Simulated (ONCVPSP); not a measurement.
Mn (Z = 25), ONCV: configuration errors across variants

manganese, optimised norm-conserving Vanderbilt (ONCV), made with ONCVPSP 4.0.1 (PBE, scalar-relativistic). Core [Ne], reference 3s2 3p6 3d5 (charge +2). Waves: 3s: rc 1.10 bohr, ncon 3, nbas 7, qcut 9.3 1/bohr, 2 projectors, debl 1.8 Ha; 3p: rc 1.40 bohr, ncon 5, nbas 8, qcut 11.2 1/bohr, 3 projectors, debl 1.7 Ha; 3d: rc 1.70 bohr, ncon 5, nbas 9, qcut 11.1 1/bohr, 3 projectors, debl 3.8 Ha. Local part: polynomial inside 0.85 bohr (lpopt 5, dvloc0 -1 Ha). Core correction: none.

In the s channel the program set the typed energies aside and used -3.811, 0.250 Ha. In the p channel the program set the typed energies aside and used -2.662, 0.250, 1.950 Ha.

All-electron excitation energies from the reference (eV): (1) 3s2 3p6 3d5 4s2 -24.015; (2) 3s2 3p6 3d5 4s1 -15.599; (3) 3s2 3p6 3d4 32.519; (4) 3s1 3p6 3d5 4s2 69.491.

1 further variants failed, have other tests or too few solved ones, and are left out.

A true bound ghost makes a file unfit for plane-wave use even where its test errors are small: the radial tests pick states by their node count and pass the ghost by.

Errors AE − PS in meV (a dash: test not solved or not reliable):

| change | (1) | (2) | (3) | (4) | bound ghosts | GHOST(+) flags above zero |
| --- | --- | --- | --- | --- | --- | --- |
| base | +6.9 | +2.7 | +51 | -118 | none | none |
| p: qcut 6.5 | +6.9 | +2.7 | +50 | -123 | p | none |
| p: qcut 8.3 | +6.9 | +2.7 | +51 | -119 | none | none |
| p: qcut 9.5 | +6.9 | +2.7 | +51 | -118 | none | none |
| p: qcut 10.6 | +6.9 | +2.7 | +51 | -118 | none | none |
| p: qcut 11.9 | +6.9 | +2.7 | +51 | -119 | none | none |
| p: qcut 12.6 | +6.9 | +2.7 | +51 | -119 | none | none |
| p: qcut 15.3 | +7.0 | +2.7 | +51 | -119 | none | none |

**Question.** Give the same row for: p: qcut 14.5.

**Answer.** +7.0, +2.7, +51, -119; bound ghosts: none; GHOST(+) flags above zero: none.
